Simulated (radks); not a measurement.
Q: The mean radii <r> (bohr) of the occupied orbitals of an atom or ion are listed with their occupations. Method: non-relativistic Kohn-Sham, exchange-only PBE, spin-polarised, spherical densities, point nucleus; computed with a radial shooting solver on a logarithmic mesh with Libxc functionals.

orbital  occ.     <r>
1s up       1  0.1768
1s down     1  0.1761
2s up       1  0.9112
2s down     1  0.9451
2p up       3  0.8822

Name the element and its charge. Open shells, if any, are filled with parallel spins first.

A: Z = 9, fluorine, charge +2: F2+ in [He] 2s2 2p3. The 1s radius gives Z: for a bare nucleus <r> = 1.5/Z, 0.1667 bohr for Z = 9, and screening makes it slightly larger (0.1768 here). The occupations add up to 7, and the charge is Z minus that.
